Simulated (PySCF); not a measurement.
# Identify the compound

An unknown has the formula C$_{3}$H$_{5}$NO$_{3}$Si. Its calculated NMR data are:

¹H NMR (300 MHz, computed): δ 6.75 (br s, 1H), 5.18 (s, 1H), 5.08 (s, 3H).

¹³C{¹H} NMR (computed): δ 174.9 (C), 119.4 (C), 60.7 (CH).

Equivalent nuclei averaged, single conformer, no solvent, non-relativistic Hamiltonian. Structure optimised with GFN2-xTB; NMR shieldings at PBE0/pcSseg-1/GIAO; PySCF 2.14.

Scale: ¹H, ¹³C vs TMS (reference shieldings calculated alike).

What is the structure?

Results:


1. The formula gives 3 degrees of unsaturation (no ring in the answer).
2. 3 carbon signals for 3 carbons: no two carbons are equivalent.
3. Carbon types of the structure: 2 × C, 1 × CH, leaving 4 H on heteroatoms.
4. δC 174.9: carboxylic acid carbon; lone-pair donation from the attached heteroatom keeps it upfield of a ketone carbonyl.
5. δC 119.4: nitrile carbon; typical of a nitrile.
6. δC 60.7: sp3 CH bonded to O, α to a carbonyl; the inductive effect lowers its shielding.
7. δH 6.75: hydrogen on an acid hydroxyl oxygen; labile proton, position sensitive to the medium.
8. δH 5.18: hydrogen on an sp3 CH bonded to O, α to a carbonyl; its carbon carries O, an electronegative neighbour.
9. δH 5.08: hydrogen on a silicon bonded to O.

These data were computed for `N#C[C@@H](O[SiH3])C(=O)O`.

The data come from this structure; uniqueness wasn't tested.

Exchangeable OH/NH protons stand at their gas-phase positions; hydrogen bonding in a real sample shifts them, mostly to higher δ. Shifts are as computed. Against solution values, carbons near 30 ppm lie about +3 ppm off and those near 130 ppm about +5 ppm. Of 1211 compounds with measured shifts, 218 miss one by over three times the rms of a fit or turn the order of signals round; such compounds aren't used in these exercises. Hydrogen bonding in solution deshields acid and N–H amide carbonyl carbons by as much as 10 ppm beyond these values. Multiplicities follow the n + 1 count of equivalent neighbours, as no J values were calculated; m marks all less simple cases, F and P coupling included.
